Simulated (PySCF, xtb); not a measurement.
CBr2Cl2, SMILES ClC(Cl)(Br)Br.

Harmonic wavenumbers (cm⁻¹) from xtb 6.7.1 with GFN2-xTB at its own minimum, in rising order: 132, 151, 192, 204, 223, 350, 545, 598, 623.

Problem. What does ωB97X-D3(BJ)/def2-SVP run with PySCF give at its own minimum? (An estimate is asked for; the answer gives what the named calculation found.)

Solution. 162, 182, 242, 253, 273, 405, 756, 803, 834. Paired by order, the mean absolute difference is 99 cm⁻¹ and the zero-point energies are 4.3 and 5.6 kcal/mol.
